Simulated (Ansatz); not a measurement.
Input file for Ansatz (a first-principles code): R-BHLYP/def2-TZVPP on TiSe, 2S+1 = 1, a spin state set in the input, which need not be the lowest, a point of a bond scan (R = 2.153 Å).

Ansatz 0.2 input:
```yaml
crystal:
  periodic: [false, false, false]
  atoms:
    - {symbol: Ti, position_ang: [0.00000000, 0.00000000, 0.00000000]}
    - {symbol: Se, position_ang: [0.00000000, 0.00000000, 2.15276900]}
basis:
  gaussian:
    orbitals: def2-TZVPP
    pivot_positions_ang: [[0.00000000, 0.00000000, 0.00000000], [0.00000000, 0.00000000, 2.15276900]]
hamiltonian:
  xc: {name: BHLYP}
output: {forces: true, orbitals: {seedname: ./end}}
```

The head of its log:

```
WARN ansatz: RAYON_NUM_THREADS=1 ignored (pool sized by the plan → 1); use --threads N
Functional definition: BHLYP
integrals: 0.06 GiB planned
848 factors; integrals over basis functions are off by at most 4.1e-4 eV
mean field: 0.45 GiB planned
mean field evaluation 1: about -88458.8795 eV, gradient 2.8e1 eV
mean field evaluation 2: about -88425.9037 eV, gradient 1.3e2 eV
```

What total energy does the run end on?

-3250.8992 hartree.
